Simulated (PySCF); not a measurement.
## Bi³⁺ (bismuth, charge +3) across methods

[Xe] 4f14 5d10 6s2, closed-shell 1S. Calculation: PySCF 2.14, in aug-cc-pVTZ-PP with one added diffuse shell each of d, f type with ECP60MDF (6s5p5d3f, 67 functions); a scalar-relativistic core potential.

```tsv
method	E (hartree)	mean ε 5p (eV)	mean ε 5d (eV)	mean ε 6s (eV)	Σ⟨r²⟩ (bohr²)	⟨S²⟩
B97-3	-212.9014	-130.31	-57.341	-40.905	34.12	0.000
r2SCAN	-212.9389	-127.50	-55.548	-40.076	34.06	0.000
PW91	-212.9494	-125.00	-54.793	-40.027	34.17	0.000
LDA	-212.5370	-124.76	-54.792	-40.414	34.26	0.000
MN15	-212.4147	-127.06	-57.260	-42.368	34.23	0.000
UHF	-211.88288	-143.88	-63.531	-42.877	34.34	0.000
wB97M-V	-212.7883	-132.64	-59.762	-43.137	34.18	0.000
PBE	-212.8739	-124.88	-54.710	-39.923	34.17	0.000
PBE0	-212.8489	-129.93	-57.220	-40.937	34.15	0.000
```

Energies and moments cover only the electrons outside the core potential. Spin-orbit coupling, which splits the p, d and f shells strongly at this Z, is absent.
